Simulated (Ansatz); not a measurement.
Reaction (cleavage of the Si–B bond): `OCB(F)[SiH2]Cl` + `[SiH3]N[SiH2]Cl` → `[SiH3]N([SiH2]Cl)[SiH2]Cl` + `OCBF`

Program: Ansatz. Geometries: PBE0-D4/def2-TZVP. ΔE: electronic, gas phase. CCSD(T)/CBS is the MP2 limit (def2-TZVPP, def2-QZVPP) plus CCSD(T) − MP2 in def2-TZVPP, frozen cores. This one scheme is used for every species. Functionals use def2-TZVPP. B3LYP here is the variant with VWN-RPA as its local correlation; programs differ in this. One conformer a species, not always the lowest.

```json
{"level": "PBE-D4", "ΔE (kcal/mol)": "-16.7", "difference from CCSD(T)/CBS": "4.9"}
{"level": "r2SCAN-D4", "ΔE (kcal/mol)": "-19.8", "difference from CCSD(T)/CBS": "1.8"}
{"level": "B3LYP-D4", "ΔE (kcal/mol)": "-19.8", "difference from CCSD(T)/CBS": "1.8"}
{"level": "ωB97X-V", "ΔE (kcal/mol)": "-19.8", "difference from CCSD(T)/CBS": "1.8"}
{"level": "ωB97M-V", "ΔE (kcal/mol)": "-21.4", "difference from CCSD(T)/CBS": "0.2"}
{"level": "PBE", "ΔE (kcal/mol)": "-14.9", "difference from CCSD(T)/CBS": "6.7"}
{"level": "r2SCAN", "ΔE (kcal/mol)": "-19.4", "difference from CCSD(T)/CBS": "2.2"}
{"level": "HF/CBS(def2)", "ΔE (kcal/mol)": "-21.1", "difference from CCSD(T)/CBS": "0.5"}
{"level": "MP2/CBS(def2)", "ΔE (kcal/mol)": "-24.2", "difference from CCSD(T)/CBS": "-2.6"}
{"level": "CCSD/CBS(def2)", "ΔE (kcal/mol)": "-21.5", "difference from CCSD(T)/CBS": "0.1"}
{"level": "CCSD(T)/CBS", "ΔE (kcal/mol)": "-21.6", "difference from CCSD(T)/CBS": "0"}
```

Largest T1 diagnostic among the species: 0.012.

From PBE to PBE0 (25 % exact exchange), in def2-TZVPP and without D4, ΔE moves by −2.2 kcal/mol. The D4 term adds −3.0 kcal/mol with B3LYP and −1.6 kcal/mol with PBE0; it sums over pairs of atoms, weighted by their polarisabilities, and B3LYP, whose exchange is more repulsive, gets the larger term.
